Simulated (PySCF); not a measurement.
Working out the excitation energy of Zr

Zr [Kr] 4d2 5s2 (3F) → Zr [Kr] 4d4 (5D). Calculation: PySCF 2.14, in aug-cc-pVDZ-PP with ECP28MDF (5s5p4d2f, 54 functions); a scalar-relativistic core potential. Frozen: 4s2 4p6. Energies in hartree (1 hartree = 27.21139 eV):

```json
{"part": "UHF", "Zr (lower)": "-46.302154", "Zr (upper)": "-46.212454"}
{"part": "MP2 opposite-spin", "Zr (lower)": "-0.031635", "Zr (upper)": "0.000000"}
{"part": "MP2 same-spin", "Zr (lower)": "-0.009108", "Zr (upper)": "-0.031705"}
```

Question: What does Hartree-Fock give?

Answer: (-46.212454) − (-46.302154) = 0.089700 hartree = 2.441 eV.

Question: What do MP2 and SCS-MP2 (6/5 opposite-spin, 1/3 same-spin) give?

Answer: The opposite-spin parts differ by 0.861 eV and the same-spin parts by -0.615 eV. MP2: 2.441 + (0.861) + (-0.615) = 2.687 eV. SCS-MP2: 2.441 + 1.2 × (0.861) + (-0.615)/3 = 3.269 eV.

A double-zeta basis recovers only part of the correlation energy.
